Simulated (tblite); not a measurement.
Compound: C₄H₅BrGeO.
Numbering: `[CH:1]#[C:2][C@@H:3]1[CH2:4][O:5][Ge@H:6]1[Br:7]` (hydrogens: H8 on C1; H9 on C3; H10, H11 on C4; H12 on Ge6)

Computed with GFN2-xTB (tblite), gas phase: L-BFGS steps from a force-field or distance-geometry start until the largest atomic force falls under 0.01 eV/Å.

Step 44: E = -575.7679 eV
```
atom  x, y, z in Å  |  force x, y, z in eV/Å
C1      2.4668   -0.0764   -1.1269    0.003   0.021   0.009
C2      1.5462   -0.0234   -0.3601    0.021   0.008  -0.014
C3      0.4090    0.0331    0.4969   -0.011   0.007   0.004
C4     -0.5550   -1.1624    0.4318    0.005  -0.022  -0.005
O5     -1.8370   -0.5709    0.2416   -0.001  -0.051  -0.010
Ge6    -1.2362    1.1001   -0.1034   -0.004   0.049   0.028
Br7    -2.3533    2.5666    1.2604    0.010   0.014  -0.015
H8      3.2972   -0.1147   -1.7658    0.013  -0.022  -0.021
H9      0.6890    0.2889    1.5217   -0.015   0.013   0.014
H10    -0.5619   -1.7555    1.3477   -0.014  -0.007   0.011
H11    -0.3200   -1.8127   -0.4142    0.007  -0.035  -0.002
H12    -1.5435    1.5266   -1.5558   -0.015   0.024   0.000
```

Step 45: E = -575.7682 eV
```
atom  x, y, z in Å  |  force x, y, z in eV/Å
C1      2.4673   -0.0781   -1.1270    0.028   0.016  -0.014
C2      1.5466   -0.0214   -0.3612   -0.013   0.011   0.034
C3      0.4097    0.0353    0.4971   -0.021   0.003  -0.003
C4     -0.5528   -1.1618    0.4308   -0.003  -0.021   0.003
O5     -1.8352   -0.5722    0.2376   -0.005  -0.047  -0.008
Ge6    -1.2375    1.1007   -0.1039    0.004   0.047   0.043
Br7    -2.3561    2.5643    1.2634    0.014   0.006  -0.020
H8      3.2972   -0.1218   -1.7664    0.012  -0.016  -0.021
H9      0.6858    0.2912    1.5235   -0.002   0.009  -0.013
H10    -0.5608   -1.7533    1.3480   -0.013  -0.006   0.005
H11    -0.3176   -1.8142   -0.4137    0.016  -0.026   0.002
H12    -1.5453    1.5307   -1.5542   -0.018   0.024  -0.009
```

Question: Estimate the geometry and energy of step 46. (The exact step hangs on the optimiser's Hessian estimate; all steps are aligned on step 45, rigid shifts and turns removed.)

Answer: E = -575.7686 eV, largest force 0.081 eV/Å
```
atom  x, y, z in Å  |  force x, y, z in eV/Å
C1      2.4682   -0.0804   -1.1270    0.045   0.010  -0.031
C2      1.5478   -0.0193   -0.3613   -0.041   0.013   0.069
C3      0.4105    0.0377    0.4974   -0.022  -0.005  -0.010
C4     -0.5505   -1.1613    0.4296   -0.007  -0.017   0.008
O5     -1.8332   -0.5741    0.2322   -0.005  -0.027  -0.008
Ge6    -1.2383    1.1024   -0.1038    0.006   0.024   0.040
Br7    -2.3595    2.5611    1.2663    0.013   0.007  -0.017
H8      3.2970   -0.1303   -1.7678    0.003  -0.010  -0.012
H9      0.6826    0.2943    1.5254    0.009   0.003  -0.037
H10    -0.5604   -1.7509    1.3483   -0.010  -0.005   0.000
H11    -0.3138   -1.8157   -0.4131    0.025  -0.017   0.007
H12    -1.5490    1.5360   -1.5524   -0.016   0.023  -0.010
```

The energy changes by -0.0003 eV. The first-order estimate −F·Δx gives -0.0005 eV and the mean of the old and new forces, exact on a quadratic surface, -0.0003 eV. The step makes an angle of 76° with the force vector and moves no atom by more than 0.009 Å.

The cost below is that of the whole relaxation. Hardware: one thread of an Arm Neoverse V1, no GPU, shared host. Cost: 0.51 s wall.
